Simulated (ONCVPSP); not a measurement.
## What one change does to a pseudopotential (Lu (Z = 71), ONCV)

lutetium (Lu), optimised norm-conserving Vanderbilt (ONCV), made with ONCVPSP 4.0.1 (PBE, scalar-relativistic). Core [Kr] 4d10, reference 4f14 5s2 5p6 5d1 6s1.75 6p0.25. Waves: 5s+6s: rc 2.10 bohr, ncon 3, nbas 7, qcut 6.9 1/bohr, 2 projectors; 5p+6p: rc 2.80 bohr, ncon 4, nbas 7, qcut 4.6 1/bohr, 3 projectors, debl 3.2 Ha; 5d: rc 3.20 bohr, ncon 3, nbas 8, qcut 4.1 1/bohr, 2 projectors, debl 2.3 Ha; 4f: rc 1.05 bohr, ncon 3, nbas 8, qcut 15.5 1/bohr, 2 projectors, debl 2.7 Ha. Local part: polynomial inside 0.85 bohr (lpopt 5, dvloc0 0 Ha). Core correction: Teter function, fcfact 3.5, rcfact 1.35.

All-electron outer shells of the reference configuration (PBE, scalar-relativistic, ld1.x):

```json
{"shell": "4p", "level (eV)": "-358.55", "outermost node (bohr)": "0.25", "outermost maximum (bohr)": "0.47"}
{"shell": "4d", "level (eV)": "-192.29", "outermost node (bohr)": "0.23", "outermost maximum (bohr)": "0.48"}
{"shell": "5s", "level (eV)": "-61.44", "outermost node (bohr)": "0.57", "outermost maximum (bohr)": "1.04"}
{"shell": "5p", "level (eV)": "-32.04", "outermost node (bohr)": "0.61", "outermost maximum (bohr)": "1.19"}
{"shell": "4f", "level (eV)": "-10.00", "outermost node (bohr)": "–", "outermost maximum (bohr)": "0.47"}
{"shell": "6s", "level (eV)": "-4.88", "outermost node (bohr)": "1.41", "outermost maximum (bohr)": "3.04"}
{"shell": "5d", "level (eV)": "-2.03", "outermost node (bohr)": "0.68", "outermost maximum (bohr)": "1.84"}
{"shell": "6p", "level (eV)": "-1.52", "outermost node (bohr)": "1.73", "outermost maximum (bohr)": "4.26"}
```

Change: core correction Teter function, fcfact 3.5, rcfact 1.74.

Cutoffs: the cutoffs (Ha) at which the residual kinetic energy of the hardest occupied pseudo-wave falls to 1 and 0.1 mHa per electron; they do not see the model core or the augmentation charge, which bear on the density cutoff. Errors are all-electron minus pseudo energies relative to the spin-unpolarised reference configuration.

Task: How do hardness, ghosts and transferability respond?

Result: The potential gets neither clearly harder nor softer (106 Ha and 116 Ha → 106 Ha and 116 Ha); both files keep a bound ghost (s); of the 4 tests that both files solve, the error grows in 0 and shrinks in 1 by more than 15 % and 0.3 meV (median size 13.6 → 13.9 meV). A model core, the more so a compact one, raises the density cutoff, which this test does not measure.

```csv
quantity,base,changed
"cutoff, loose",106 Ha,106 Ha
"cutoff, tight",116 Ha,116 Ha
bound ghosts,s,s
GHOST(+) flags under 300 eV,"d at 125.4 eV, p at 148.8 eV","d at 125.4 eV, p at 148.8 eV"
"error for 4f14 5s2 5p6 5d1 6s2 6p0, meV [ΔE -0.83 eV]",+0.1,+0.1
"error for 4f14 5s2 5p6 5d1 6s1 6p0, meV [ΔE 6.53 eV]",-2.9,-2.9
"error for 4f14 5s2 5p6 5d1 6s0 6p0, meV [ΔE 19.81 eV]",-24,-25
"error for 4f13 5s2 5p6 5d1 6s2 6p0, meV [ΔE 16.70 eV]",+59,+50
s: phases at 2.14 bohr within 0.05 rad from the reference energy up to (Ha; the scan ends near 5),to the end of the scan,to the end of the scan
p: phases at 2.85 bohr within 0.05 rad from the reference energy up to (Ha; the scan ends near 5),to the end of the scan,to the end of the scan
d: phases at 3.25 bohr within 0.05 rad from the reference energy up to (Ha; the scan ends near 5),0.6,0.6
f: phases at 1.07 bohr within 0.05 rad from the reference energy up to (Ha; the scan ends near 5),to the end of the scan,to the end of the scan
"rms error of d²Exc/dni dnj with the model core, mHa",1.75,2.08
```

 A true bound ghost makes a file unfit for plane-wave use even where its test errors are small: the radial tests pick states by their node count and pass the ghost by.
